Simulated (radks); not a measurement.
The numbers below are computed, except where a source is named.
Coulomb parameter of the 4d shell of the rhodium ion Rh+ in the model configuration [Kr] 4d7 5p1, as a second difference U = [E(n + 0.5) + E(n - 0.5) - 2 E(n)] / (0.5)^2 with all orbitals relaxed. "Bare": the charge of the atom changes with n. "Screened": the 5p shell takes up the change at fixed total charge, which measures U(4d,4d) + U(5p,5p) - 2 U(4d,5p). Code: a radial shooting solver on a logarithmic mesh with Libxc functionals. Model: scalar-relativistic Kohn-Sham, PBE, spin-unpolarised, spherical densities, finite nucleus; Fermi nuclear charge, rms radius 4.4945 fm.

case              configuration  E - E(n) (eV)
start              [Kr] 4d7 5p1          0.000
bare +0.5        [Kr] 4d7.5 5p1         -7.603
bare -0.5        [Kr] 4d6.5 5p1         10.500
screened +0.5  [Kr] 4d7.5 5p0.5         -4.729
screened -0.5  [Kr] 4d6.5 5p1.5          5.467

U(bare) = 11.589 eV, U(screened by 5p) = 2.951 eV, against the Slater integral F0(4d,4d) = 16.902 eV with frozen orbitals.
